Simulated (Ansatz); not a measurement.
Harmonic frequencies (cm⁻¹) at PBE0-D4/def2-TZVP from Ansatz: 63, 80, 104, 153, 191, 201, 260, 297, 426, 482, 484, 694, 736, 781, 872, 874, 914, 2178, 2194, 2196, 3873.

Each molecule was computed in one conformer, which needn't be the lowest.

(1) Which molecule is it?
A. `[CH3][Ge]([NH2])([Cl])[Cl]`
B. `[CH3][GeH]([Cl])[SeH]`
C. `C[O][GeH3]`
D. `[OH][Ge]([F])([Cl])[GeH3]`

Answers

(1) D.
